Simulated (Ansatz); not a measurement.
Ansatz (a first-principles code) input (B3LYP/6-31G*):

Ansatz 0.2 input:
```yaml
crystal:
  periodic: [false, false, false]
  atoms:
    - {symbol: O, position_ang: [-1.92827235, -1.18565297, -0.01925198]}
    - {symbol: B, position_ang: [-0.86975812, -0.28865975, -0.20469256]}
    - {symbol: O, position_ang: [-1.08923757, 0.72142967, -1.11873232]}
    - {symbol: O, position_ang: [0.27076463, -0.46213962, 0.50330698]}
    - {symbol: Si, position_ang: [1.67450231, 0.64094205, 0.32623614]}
    - {symbol: H, position_ang: [-1.60568873, -1.81447071, 0.64267902]}
    - {symbol: H, position_ang: [-0.25699858, 1.24766220, -1.12197558]}
    - {symbol: H, position_ang: [1.96156744, 0.87680582, 1.82630074]}
    - {symbol: H, position_ang: [2.78084046, -0.42898390, 0.18657123]}
basis:
  gaussian:
    orbitals: 6-31G*
hamiltonian:
  xc: {name: B3LYP}
total_charge: -1
phonons: {temperatures: {t_min: 298.15, t_max: 298.15, t_step: 100}}
```

Output:

```
Functional definition: B3LYP
integrals: 0.04 GiB planned
883 factors; integrals over basis functions are off by at most 4.7e-4 eV
mean field: 0.31 GiB planned
mean field evaluation 1: about -14761.7714 eV, gradient 4.2e1 eV
mean field evaluation 2: about -14759.5042 eV, gradient 5.8e1 eV
mean field evaluation 4: about -14765.0807 eV, gradient 1.9e0 eV
mean field evaluation 8: about -14765.1015 eV, gradient 2.8e-2 eV
mean field evaluation 16: about -14765.1015 eV, gradient 1.9e-5 eV
mean field -14765.10145696 eV, -542.6074703979 hartree, gradient 1.9e-5 eV, S^2 0.000000; 0 other end points of the search recorded, 0 dependent functions left out
the calculation of the forces begins
reference -14765.10168359 eV, -542.6074787264 hartree; 24, 24 occupied and 63, 63 virtual orbitals, 883 factors
these checks for a lower state are left out or cut short: stability, starts, cluster_reference, orbital_swaps, neighbouring_geometries, increment
integrals: 0.04 GiB planned
883 factors; integrals over basis functions are off by at most 4.7e-4 eV
mean field: 0.31 GiB planned
mean field -14765.10127463 eV, -542.6074636975 hartree, gradient 2.9e-6 eV, S^2 0.000000; 0 other end points of the search recorded, 0 dependent functions left out
the calculation of the forces begins
reference -14765.10150117 eV, -542.6074720229 hartree; 24, 24 occupied and 63, 63 virtual orbitals, 883 factors
these checks for a lower state are left out or cut short: stability, starts, cluster_reference, orbital_swaps, neighbouring_geometries, increment
integrals: 0.04 GiB planned
883 factors; integrals over basis functions are off by at most 4.7e-4 eV
mean field: 0.31 GiB planned
mean field -14765.10127189 eV, -542.6074635970 hartree, gradient 1.2e-6 eV, S^2 0.000000; 0 other end points of the search recorded, 0 dependent functions left out
the calculation of the forces begins
reference -14765.10149860 eV, -542.6074719285 hartree; 24, 24 occupied and 63, 63 virtual orbitals, 883 factors
these checks for a lower state are left out or cut short: stability, starts, cluster_reference, orbital_swaps, neighbouring_geometries, increment
integrals: 0.04 GiB planned
883 factors; integrals over basis functions are off by at most 4.7e-4 eV
mean field: 0.31 GiB planned
mean field evaluation 32: about -14765.1013 eV, gradient 1.3e-1 eV
mean field -14765.10139944 eV, -542.6074682842 hartree, gradient 1.4e-6 eV, S^2 0.000000; 0 other end points of the search recorded, 0 dependent functions left out
the calculation of the forces begins
reference -14765.10162611 eV, -542.6074766143 hartree; 24, 24 occupied and 63, 63 virtual orbitals, 883 factors
these checks for a lower state are left out or cut short: stability, starts, cluster_reference, orbital_swaps, neighbouring_geometries, increment
integrals: 0.04 GiB planned
883 factors; integrals over basis functions are off by at most 4.7e-4 eV
mean field: 0.31 GiB planned
mean field -14765.10139550 eV, -542.6074681394 hartree, gradient 2.3e-6 eV, S^2 0.000000; 0 other end points of the search recorded, 0 dependent functions left out
the calculation of the forces begins
reference -14765.10162208 eV, -542.6074764662 hartree; 24, 24 occupied and 63, 63 virtual orbitals, 883 factors
these checks for a lower state are left out or cut short: stability, starts, cluster_reference, orbital_swaps, neighbouring_geometries, increment
integrals: 0.04 GiB planned
883 factors; integrals over basis functions are off by at most 4.7e-4 eV
mean field: 0.31 GiB planned
mean field -14765.10126489 eV, -542.6074633397 hartree, gradient 2.0e-6 eV, S^2 0.000000; 0 other end points of the search recorded, 0 dependent functions left out
the calculation of the forces begins
reference -14765.10149155 eV, -542.6074716692 hartree; 24, 24 occupied and 63, 63 virtual orbitals, 883 factors
these checks for a lower state are left out or cut short: stability, starts, cluster_reference, orbital_swaps, neighbouring_geometries, increment
integrals: 0.04 GiB planned
883 factors; integrals over basis functions are off by at most 4.7e-4 eV
mean field: 0.31 GiB planned
mean field -14765.10127135 eV, -542.6074635771 hartree, gradient 1.7e-6 eV, S^2 0.000000; 0 other end points of the search recorded, 0 dependent functions left out
the calculation of the forces begins
reference -14765.10149796 eV, -542.6074719046 hartree; 24, 24 occupied and 63, 63 virtual orbitals, 883 factors
these checks for a lower state are left out or cut short: stability, starts, cluster_reference, orbital_swaps, neighbouring_geometries, increment
integrals: 0.04 GiB planned
883 factors; integrals over basis functions are off by at most 4.7e-4 eV
mean field: 0.31 GiB planned
mean field -14765.10133676 eV, -542.6074659810 hartree, gradient 1.4e-6 eV, S^2 0.000000; 0 other end points of the search recorded, 0 dependent functions left out
[...]
the calculation of the forces begins
reference -14765.10154471 eV, -542.6074736228 hartree; 24, 24 occupied and 63, 63 virtual orbitals, 883 factors
these checks for a lower state are left out or cut short: stability, starts, cluster_reference, orbital_swaps, neighbouring_geometries, increment
integrals: 0.04 GiB planned
883 factors; integrals over basis functions are off by at most 4.7e-4 eV
mean field: 0.31 GiB planned
mean field -14765.10144082 eV, -542.6074698048 hartree, gradient 1.2e-6 eV, S^2 0.000000; 0 other end points of the search recorded, 0 dependent functions left out
the calculation of the forces begins
reference -14765.10166740 eV, -542.6074781315 hartree; 24, 24 occupied and 63, 63 virtual orbitals, 883 factors
these checks for a lower state are left out or cut short: stability, starts, cluster_reference, orbital_swaps, neighbouring_geometries, increment
integrals: 0.04 GiB planned
883 factors; integrals over basis functions are off by at most 4.7e-4 eV
mean field: 0.31 GiB planned
mean field -14765.10144284 eV, -542.6074698791 hartree, gradient 1.5e-6 eV, S^2 0.000000; 0 other end points of the search recorded, 0 dependent functions left out
the calculation of the forces begins
reference -14765.10166952 eV, -542.6074782094 hartree; 24, 24 occupied and 63, 63 virtual orbitals, 883 factors
these checks for a lower state are left out or cut short: stability, starts, cluster_reference, orbital_swaps, neighbouring_geometries, increment
integrals: 0.04 GiB planned
883 factors; integrals over basis functions are off by at most 4.7e-4 eV
mean field: 0.31 GiB planned
mean field -14765.10141552 eV, -542.6074688752 hartree, gradient 1.5e-6 eV, S^2 0.000000; 0 other end points of the search recorded, 0 dependent functions left out
the calculation of the forces begins
reference -14765.10164219 eV, -542.6074772053 hartree; 24, 24 occupied and 63, 63 virtual orbitals, 883 factors
these checks for a lower state are left out or cut short: stability, starts, cluster_reference, orbital_swaps, neighbouring_geometries, increment
integrals: 0.04 GiB planned
883 factors; integrals over basis functions are off by at most 4.7e-4 eV
mean field: 0.31 GiB planned
mean field -14765.10141318 eV, -542.6074687891 hartree, gradient 2.4e-6 eV, S^2 0.000000; 0 other end points of the search recorded, 0 dependent functions left out
the calculation of the forces begins
reference -14765.10163976 eV, -542.6074771159 hartree; 24, 24 occupied and 63, 63 virtual orbitals, 883 factors
these checks for a lower state are left out or cut short: stability, starts, cluster_reference, orbital_swaps, neighbouring_geometries, increment
integrals: 0.04 GiB planned
883 factors; integrals over basis functions are off by at most 4.7e-4 eV
mean field: 0.31 GiB planned
mean field evaluation 192: about -14765.1014 eV, gradient 1.4e-6 eV
mean field -14765.10140412 eV, -542.6074684564 hartree, gradient 1.4e-6 eV, S^2 0.000000; 0 other end points of the search recorded, 0 dependent functions left out
the calculation of the forces begins
reference -14765.10163076 eV, -542.6074767850 hartree; 24, 24 occupied and 63, 63 virtual orbitals, 883 factors
these checks for a lower state are left out or cut short: stability, starts, cluster_reference, orbital_swaps, neighbouring_geometries, increment
integrals: 0.04 GiB planned
883 factors; integrals over basis functions are off by at most 4.7e-4 eV
mean field: 0.31 GiB planned
mean field -14765.10140099 eV, -542.6074683412 hartree, gradient 2.1e-6 eV, S^2 0.000000; 0 other end points of the search recorded, 0 dependent functions left out
the calculation of the forces begins
reference -14765.10162762 eV, -542.6074766696 hartree; 24, 24 occupied and 63, 63 virtual orbitals, 883 factors
these checks for a lower state are left out or cut short: stability, starts, cluster_reference, orbital_swaps, neighbouring_geometries, increment
integrals: 0.04 GiB planned
883 factors; integrals over basis functions are off by at most 4.7e-4 eV
mean field: 0.31 GiB planned
mean field -14765.10144908 eV, -542.6074701085 hartree, gradient 1.3e-6 eV, S^2 0.000000; 0 other end points of the search recorded, 0 dependent functions left out
the calculation of the forces begins
reference -14765.10167570 eV, -542.6074784364 hartree; 24, 24 occupied and 63, 63 virtual orbitals, 883 factors
these checks for a lower state are left out or cut short: stability, starts, cluster_reference, orbital_swaps, neighbouring_geometries, increment
integrals: 0.04 GiB planned
883 factors; integrals over basis functions are off by at most 4.7e-4 eV
mean field: 0.31 GiB planned
mean field -14765.10144972 eV, -542.6074701320 hartree, gradient 1.4e-6 eV, S^2 0.000000; 0 other end points of the search recorded, 0 dependent functions left out
the calculation of the forces begins
reference -14765.10167636 eV, -542.6074784610 hartree; 24, 24 occupied and 63, 63 virtual orbitals, 883 factors
these checks for a lower state are left out or cut short: stability, starts, cluster_reference, orbital_swaps, neighbouring_geometries, increment
integrals: 0.04 GiB planned
883 factors; integrals over basis functions are off by at most 4.7e-4 eV
mean field: 0.31 GiB planned
mean field -14765.10145048 eV, -542.6074701601 hartree, gradient 1.2e-6 eV, S^2 0.000000; 0 other end points of the search recorded, 0 dependent functions left out
the calculation of the forces begins
reference -14765.10167713 eV, -542.6074784892 hartree; 24, 24 occupied and 63, 63 virtual orbitals, 883 factors
these checks for a lower state are left out or cut short: stability, starts, cluster_reference, orbital_swaps, neighbouring_geometries, increment
integrals: 0.04 GiB planned
883 factors; integrals over basis functions are off by at most 4.7e-4 eV
mean field: 0.31 GiB planned
mean field -14765.10145030 eV, -542.6074701534 hartree, gradient 1.3e-6 eV, S^2 0.000000; 0 other end points of the search recorded, 0 dependent functions left out
the calculation of the forces begins
reference -14765.10167691 eV, -542.6074784812 hartree; 24, 24 occupied and 63, 63 virtual orbitals, 883 factors
these checks for a lower state are left out or cut short: stability, starts, cluster_reference, orbital_swaps, neighbouring_geometries, increment
integrals: 0.04 GiB planned
883 factors; integrals over basis functions are off by at most 4.7e-4 eV
mean field: 0.31 GiB planned
mean field evaluation 224: about -14765.1014 eV, gradient 4.9e-2 eV
mean field -14765.10141732 eV, -542.6074689412 hartree, gradient 1.6e-6 eV, S^2 0.000000; 0 other end points of the search recorded, 0 dependent functions left out
the calculation of the forces begins
reference -14765.10164395 eV, -542.6074772697 hartree; 24, 24 occupied and 63, 63 virtual orbitals, 883 factors
these checks for a lower state are left out or cut short: stability, starts, cluster_reference, orbital_swaps, neighbouring_geometries, increment
integrals: 0.04 GiB planned
883 factors; integrals over basis functions are off by at most 4.7e-4 eV
mean field: 0.31 GiB planned
mean field -14765.10141844 eV, -542.6074689824 hartree, gradient 1.7e-6 eV, S^2 0.000000; 0 other end points of the search recorded, 0 dependent functions left out
the calculation of the forces begins
reference -14765.10164507 eV, -542.6074773109 hartree; 24, 24 occupied and 63, 63 virtual orbitals, 883 factors
Total energy: -14765.10168359 eV, -542.6074787264 hartree
Atom 0 at    -1.928272    -1.185653    -0.019252 Å, force     0.001026     0.000479     0.000131 eV/Å
Atom 1 at    -0.869758    -0.288660    -0.204693 Å, force    -0.001697    -0.001275     0.000167 eV/Å
Atom 2 at    -1.089238     0.721430    -1.118732 Å, force     0.000353    -0.000758     0.000780 eV/Å
Atom 3 at     0.270765    -0.462140     0.503307 Å, force    -0.002426     0.000035    -0.001240 eV/Å
Atom 4 at     1.674502     0.640942     0.326236 Å, force     0.002824     0.001207     0.000450 eV/Å
Atom 5 at    -1.605689    -1.814471     0.642679 Å, force    -0.000496    -0.000486     0.000139 eV/Å
Atom 6 at    -0.256999     1.247662    -1.121976 Å, force     0.000769     0.000561    -0.000063 eV/Å
Atom 7 at     1.961567     0.876806     1.826301 Å, force    -0.000126     0.000039    -0.000283 eV/Å
Atom 8 at     2.780840    -0.428984     0.186571 Å, force    -0.000226     0.000198    -0.000082 eV/Å
Dipole moment:    -0.569566    -0.412108     0.043602 e Å
Vibrations: 121.74 143.14 190.46 362.63 492.52 521.03 637.09 665.36 733.02 754.70 793.16 908.40 992.41 1085.94 1177.37 1405.54 1483.66 1908.04 1922.97 3457.28 3773.93 cm⁻¹, zero-point energy 1.458699 eV
```

The blocks after the first are displaced geometries, from whose forces the wavenumbers follow.

The dipole moment of an ion depends on the origin.
